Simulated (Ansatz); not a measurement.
Cost and result up the ladder for Pb₃Se₂ (the lowest singlet isomer of a short search) (5 atoms). Charge 0, multiplicity 1. Geometry: r2SCAN-D4/def2-SVP.

```xyz
5

Pb    1.751   -0.099    0.602
Pb   -0.234   -1.731   -1.190
Pb   -0.739    1.786    0.855
Se   -0.961   -0.935    1.372
Se    0.183    0.979   -1.639
```

Ansatz on 4 threads of Arm Neoverse V1 on a shared host. Times are rough, and most runs start from the orbitals of an earlier one. No level here is sound enough to serve as a yardstick. Binding counts from free atoms at the same level (Pb triplet, Se triplet; other spins of the atoms weren't run), without zero-point energy or a counterpoise term.

In the def2 sets Pb takes a core potential; there is no spin–orbit coupling. Correlated methods freeze 30 core orbitals; core or outer-core shells of Pb, Se are correlated, in sets that lack core-valence functions. The rows differ in basis, and correlated rows in double-zeta sets carry the largest basis error. The structure comes from a short search, and lower isomers may exist.

Run but left out: B2PLYP/def2-TZVP, PBE-QIDH/def2-TZVP (restricted singlet, unstable in another Hartree–Fock run and untested here); HF/def2-TZVP (restricted singlet, unstable towards broken spin symmetry).

Correlated methods converge slowly with the basis, most of all in double-zeta sets.

```json
{"level": "PBE-D4/def2-SVP", "functions": "142", "wall time": "2 s"}
{"level": "PBE0-D4/def2-SVP", "functions": "142", "wall time": "3.9 s"}
{"level": "PBE-D4/def2-TZVP (with forces)", "functions": "246", "wall time": "4.9 s"}
{"level": "r2SCAN-D4/def2-TZVP", "functions": "246", "wall time": "9.5 s"}
{"level": "PBE0-D4/def2-TZVP", "functions": "246", "wall time": "12 s"}
{"level": "MP2/def2-TZVP", "functions": "246", "wall time": "14 s"}
{"level": "CCSD(T)/def2-SVP", "functions": "142", "wall time": "44 s"}
```

Estimate what each level gives for the binding energy per atom (eV).


```json
{"level": "PBE-D4/def2-SVP", "binding energy per atom (eV)": "2.91", "remarks": "restricted SCF unstable in HF"}
{"level": "PBE0-D4/def2-SVP", "binding energy per atom (eV)": "2.72", "remarks": "restricted SCF unstable in HF"}
{"level": "PBE-D4/def2-TZVP (with forces)", "binding energy per atom (eV)": "2.93", "remarks": "restricted SCF unstable in HF"}
{"level": "r2SCAN-D4/def2-TZVP", "binding energy per atom (eV)": "2.76", "remarks": "restricted SCF unstable in HF"}
{"level": "PBE0-D4/def2-TZVP", "binding energy per atom (eV)": "2.75", "remarks": "restricted SCF unstable in HF"}
{"level": "MP2/def2-TZVP", "binding energy per atom (eV)": "2.85", "remarks": "restricted SCF unstable"}
{"level": "CCSD(T)/def2-SVP", "binding energy per atom (eV)": "2.33", "remarks": "restricted SCF unstable"}
```
